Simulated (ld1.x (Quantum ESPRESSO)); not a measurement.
## Building the ultrasoft potential for Hf (Z = 72) (PBE, fully relativistic).

```
Element                 : hafnium
Generator               : ld1.x (Quantum ESPRESSO) 7.5
Type                    : ultrasoft
Functional              : PBE
Relativity              : fully relativistic
Frozen core             : [Xe] 4f14
Valence charge          : 4
Reference configuration : 5d2 6s1.75 6p0.25
Partial waves           : 6s (bound): rcut 2.60, rcutus 3.20 bohr; 6s channel at 3.7 Ry: rcut 2.60, rcutus 3.20 bohr; 6p (bound): rcut 3.20, rcutus 4.45 bohr; 6p channel at 2.2 Ry: rcut 3.20, rcutus 4.45 bohr; 5d (bound): rcut 2.80, rcutus 3.15 bohr; 5d channel at 0.75 Ry: rcut 2.80, rcutus 3.15 bohr
Local potential         : all-electron potential smoothed inside 3.16 bohr (lloc = -1)
Core correction         : none
Augmentation charge     : built from norm-conserving waves at rcut, not smoothed further
```

Open shells are filled in proportion to 2j + 1 (rel_dist='average').

All-electron outer shells of the reference configuration (PBE, scalar-relativistic, ld1.x):

```json
{"shell": "5p", "level (eV)": "-35.95", "outermost node (bohr)": "0.60", "outermost maximum (bohr)": "1.16"}
{"shell": "4f", "level (eV)": "-17.21", "outermost node (bohr)": "–", "outermost maximum (bohr)": "0.45"}
{"shell": "6s", "level (eV)": "-5.35", "outermost node (bohr)": "1.37", "outermost maximum (bohr)": "2.89"}
{"shell": "5d", "level (eV)": "-3.00", "outermost node (bohr)": "0.67", "outermost maximum (bohr)": "1.69"}
{"shell": "6p", "level (eV)": "-1.58", "outermost node (bohr)": "1.66", "outermost maximum (bohr)": "4.00"}
```

Calculated quality:

| Item | Value |
| --- | --- |
| Configuration tests | test run stopped at test 2 of 7 (negative rho), 1 before it not solved |
| Lowest eigenvalue of the overlap operator | 0.05 (s channel) |

A Bessel basis up to 400 Ry misses an occupied level by 0.22 Ry, so cutoffs and ghosts were not judged.

Generation and tests took about 2.7 s on one core of a shared server CPU.
